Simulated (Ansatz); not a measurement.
Z-matrix (Å, degrees):
```
C
H 1 1.0880
H 1 1.0880 2 109.29
C 1 1.5384 2 115.31 3 -131.73
H 4 1.0929 1 115.84 2 129.10
H 4 1.0930 5 109.21 1 132.91
O 4 1.4463 5 111.63 6 123.92
C 7 1.4463 4 91.71 5 118.94
H 8 1.0929 7 111.63 4 -118.94
H 8 1.0930 9 109.21 7 123.92
```
Charge 0, multiplicity 1.

The numbers are results of frozen-core CCSD(T)/cc-pVTZ // B3LYP-D3(BJ)/def2-TZVP (Ansatz, a quantum-chemistry and plane-wave program), not measurements.

| Quantity | Value |
|---|---|
| HF energy | -191.97939 Ha |
| MP2 correlation energy | -0.74515 Ha |

Estimate the CCSD correlation energy, the (T) correction, the total energy and the T1 diagnostic.


| Item | Result |
|---|---|
| CCSD correlation energy | -0.77637 Ha |
| (T) correction | -0.03117 Ha |
| CCSD(T) total energy | -192.78692 Ha |
| T1 diagnostic | 0.010 |
